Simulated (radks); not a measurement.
Results of a calculation; reference values are marked as such.
How relativity changes the ionisation of the caesium ion Cs+ ([Xe]) to Cs2+ ([Kr] 4d10 5s2 5p5). Spin-unpolarised spherical Kohn-Sham, PBE, point nucleus unless stated (finite: rms radius 4.8041 fm), a radial shooting solver on a logarithmic mesh with Libxc functionals. A level marked "c x" has the speed of light scaled by that factor and shares open shells by 2j + 1; other Dirac levels either fill j = l - 1/2 first or share by 2j + 1.

level                               E(Cs+) (hartree)  E(Cs2+) (hartree)  IE (eV)   HOMO  <r> HOMO (bohr)
non-rel.                                  -7555.9206         -7555.0536   23.592     5p            2.090
scalar-rel.                               -7786.7884         -7785.9193   23.651     5p            2.071
scalar-rel., finite nucleus               -7786.4924         -7785.6232   23.651     5p            2.071
Dirac, 2j+1 shares                        -7790.1338         -7789.2631   23.693  5p3/2            2.101
Dirac, low j first                        -7790.1338         -7789.2853   23.089  5p3/2            2.101
Dirac, 2j+1 shares, finite nucleus        -7789.8366         -7788.9659   23.693  5p3/2            2.101
Dirac, c x 1.5                            -7655.3228         -7654.4544   23.630  5p3/2            2.095
Dirac, c x 3                              -7580.1317         -7579.2644   23.601  5p3/2            2.091
Dirac, c x 100                            -7555.9422         -7555.0752   23.592  5p3/2            2.090

NIST Atomic Spectra Database: 23.157 eV (measured). The relativistic part of the total energy of Cs+ is -233.9 hartree (Dirac, 2j+1 shares, finite nucleus), 3.1 % of the non-relativistic value. Spin polarisation and multiplet splitting of open shells are left out at every level.

Beside tabulated values, note that relativity, absent from the non-relativistic runs, is large for the heavy elements, and spin-unpolarised runs miss the spin-polarisation part of the exchange energy of open shells.
